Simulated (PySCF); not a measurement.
An EPR job, as run on `C(/C)(=C(\Cl)[C]=O)CO` [radical].

Theory: PySCF, UKS B3LYP, pcH-1 on C Cl H O, non-relativistic, mean-field spin-orbit, GIAO.

Input of the driver that calls PySCF (job settings, then Cartesian coordinates in Å):

```
{"job": {"kind": "epr", "basis": "pcH-1"}, "charge": 0, "multiplicity": 2}
C      0.6491    -1.3969     0.4795
C     -0.0117    -0.2034    -0.1229
C     -1.5053    -0.1594    -0.2369
O     -2.1159     0.6392     0.7597
C      0.7575     0.9123    -0.4464
Cl     0.0266     2.3654    -1.1376
C      2.0753     1.0812    -0.3263
O      3.2206     1.2908    -0.2357
H      1.7261    -1.3676     0.3299
H      0.2527    -2.3108     0.0382
H      0.4509    -1.4418     1.5530
H     -1.7989     0.2032    -1.2342
H     -1.9151    -1.1607    -0.0932
H     -1.8126     1.5481     0.6506
```

Output:

```
UKS, coarse grid
  cycle   1  E = -804.52947031  |g| = 7.14e-01
  cycle   2  E = -803.70627326  |g| = 1.60e+00
  cycle   3  E = -804.71034965  |g| = 1.50e-01
  cycle   4  E = -804.71678729  |g| = 1.09e-01
  cycle   5  E = -804.72159731  |g| = 4.43e-02
  cycle   6  E = -804.72244536  |g| = 9.21e-03
  cycle   7  E = -804.72249931  |g| = 5.02e-03
  cycle   8  E = -804.72251908  |g| = 1.83e-03
  cycle   9  E = -804.72252276  |g| = 9.88e-04
UKS, final grid
  cycle   1  E = -804.72255829  |g| = 1.42e-03
  cycle   2  E = -804.72255734  |g| = 2.24e-03
  cycle   3  E = -804.72255964  |g| = 2.30e-04
  cycle   4  E = -804.72255976  |g| = 1.40e-04
  cycle   5  E = -804.72255999  |g| = 1.39e-04
  cycle   6  E = -804.72256007  |g| = 6.17e-05
  cycle   7  E = -804.72256008  |g| = 3.47e-05
  cycle   8  E = -804.72256009  |g| = 1.58e-05
E = -804.72256009 Eh   <S^2> = 0.7649 (exact 0.7500)
g shifts (ppm)      1          2          3
  rmc          -191       -191       -191
  gc             42         -6         45
  oz_so       -4761        -14       1535
  total       -4910       -212       1389
hyperfine (MHz)  atom isotope    a_iso     a_fc   dipolar eigenvalues
    0   13C     -23.68     -23.68     -1.37      0.15      1.22
    1   13C      70.10      70.09    -61.39    -60.38    121.77
    2   13C     -19.25     -19.25     -0.90     -0.49      1.38
    3   17O     -20.65     -20.63    -15.89      7.66      8.23
    4   13C     -49.66     -49.58    -17.88      5.88     12.00
    5  35Cl      -0.88      -0.95     -3.09      0.38      2.70
    6   13C      21.63      21.99    -29.87    -27.45     57.32
    7   17O     -13.06     -13.42    -55.67     26.94     28.73
    8    1H       6.99       6.97     -3.63     -1.64      5.27
    9    1H      48.34      48.34     -3.67     -3.27      6.94
   10    1H      87.53      87.52     -3.84     -2.48      6.32
   11    1H      33.49      33.50     -4.78     -2.21      6.99
   12    1H       1.30       1.30     -4.40     -2.93      7.33
   13    1H      -4.29      -4.30     -5.75     -1.30      7.05
```

Atoms in this output count from 0. The g shifts stand along the tensor's principal axes 1 to 3: rmc is the relativistic mass correction, gc the gauge correction, oz_so the orbital-Zeeman/spin–orbit term. a_fc is the Fermi-contact part of a_iso, which also holds a spin–orbit part where one was computed. The run used 270 basis functions and 17 SCF iterations in all.

The run took 44 s wall (grids of density and orbitals included) on AMD EPYC 9R45, one thread, shared host with 192 logical CPUs at a one-minute load of 82, and the process peaked at 1.1 GiB of memory.

Q: Where does the spin sit (Mulliken spin populations, atoms from 0)?

A: 1 C +0.73, 6 C +0.29, 4 C -0.15, 7 O +0.12, 0 C -0.06, 2 C -0.04, 10 H +0.04, 3 O +0.03. Over all atoms they add up to 1.

The structure is a single GFN2-xTB conformer in the gas phase; no vibrational or solvent corrections.
Labels such as C1 count atoms from 1, the log's own numbers from 0.
